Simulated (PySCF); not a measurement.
# Excitation energy of O by level of theory

O [He] 2s2 2p4 (3P) → O [He] 2s1 2p5 (3P), as a difference of total energies. All numbers are calculated (PySCF 2.14, no relativity, point nucleus, in aug-cc-pV5Z). Correlated levels: valence: 1s2 frozen. The calculations carry no spin-orbit coupling.

| method | excitation energy (eV) |
| --- | --- |
| UHF | 16.848 |
| LDA | 14.283 |
| PBE | 14.481 |
| PBE0 | 15.130 |
| r2SCAN | 15.129 |
| LC-wPBE | 14.892 |
| TPSS | 15.014 |
| TPSSh | 15.226 |
| MP2 (valence) | 15.994 |
| SCS-MP2 (valence) | 15.932 |

How much does correlation contribute at MP2 (valence)?

15.994 − (16.848) = -0.854 eV, measured against UHF.

The upper state lies above the first ionisation limit, where it may autoionise and the basis confines it.
